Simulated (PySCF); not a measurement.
Computed data sheet: `C[SiH2]O[SiH2]C`

Species: C2H10OSi2.
Bonds: C1–Si2, Si2–O3, O3–Si4, Si4–C5. Hydrogens: H6, H7, H8 on C1; H9, H10 on Si2; H11, H12 on Si4; H13, H14, H15 on C5.

Structural features include: Si–H bond, siloxane link and C–Si bond.

From GFN2-xTB geometry:

- Point group of the GFN2-xTB geometry: C2v
- Rotational constants A, B, C of the GFN2-xTB geometry: 5.117, 1.688, 1.330 GHz

PBE0/pcSseg-1 ground state and GIAO shieldings, non-relativistic (PySCF):

* Dipole moment: 1.31 D
* HOMO energy: -8.20 eV
* LUMO energy: 0.79 eV
* HOMO–LUMO gap: 8.99 eV
* Lowest Hirshfeld atomic charge: -0.31 e on O3
* Highest Hirshfeld atomic charge: +0.42 e on Si4
* 13C chemical shifts (computed TMS as zero) by class: 0.8 (C1/C5) ppm
* 1H chemical shifts (computed TMS as zero) by class: 5.23 (H9/H10/H11/H12), 0.25 (H6/H7/H8/H13/H14/H15) ppm
* Isotropic shieldings of nuclei other than C and H, by class: 307 (O3), 373 (Si2/Si4) ppm
* Mayer bond orders between heavy atoms: C1–Si2 0.94, Si2–O3 0.94, O3–Si4 0.94, Si4–C5 0.94

Monoisotopic mass from the formula: 106.0270 u.

With B = h/(8π²I), that is 505.379 GHz u Å² over I, the principal moments of inertia are 98.8, 299.4 and 380.0 u Å² (most abundant isotopes). The rotational constants make it an asymmetric top with κ = (2B − A − C)/(A − C) = -0.81, nearer the prolate limit (−1). In atomic units the dipole is 0.52 e·bohr (1 au = 2.5417 D). A dipole of 1.31 D is allowed in C2v, and pure rotational transitions are dipole-allowed.

The structure is a single GFN2-xTB conformer in the gas phase; no vibrational or solvent corrections. GFN2-xTB frequencies show an imaginary mode (20i cm⁻¹), so this geometry is no minimum at that level. NMR classes are plain means over equivalent atoms (diastereotopic ones count apart unless rotation or inversion swaps them), as if these changed places fast; in this geometry the members of some classes differ.

Conformer computed: `[CH3:1][SiH2:2][O:3][SiH2:4][CH3:5]`: C1–Si2–O3–Si4 2°, Si2–O3–Si4–C5 -2°.
